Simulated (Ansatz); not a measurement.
C2H4N2Si, SMILES `N=C1N=C[SiH2]1`. Total charge 0; spin multiplicity 1.

Cartesian coordinates in Å:
```
N -1.777 1.185 0.230
C -0.701 0.562 0.075
N 0.585 1.106 -0.323
C 1.341 0.059 -0.331
Si 0.026 -1.190 0.191
H -1.641 2.181 0.033
H 2.393 0.140 -0.597
H -0.392 -2.215 -0.801
H 0.166 -1.830 1.525
```

Question: Give the diagnostics of a CCSD(T)/def2-TZVPP run (frozen core, Ansatz). (Best estimate.)

Answer: Computed: T1 = 0.0149, largest single amplitude 0.026, largest double 0.073, (T) share of the correlation energy 4.9 %, 10 CCSD cycles. The RHF solution is unstable towards an unrestricted one. T1 lies under the customary mark of 0.02 for closed shells.
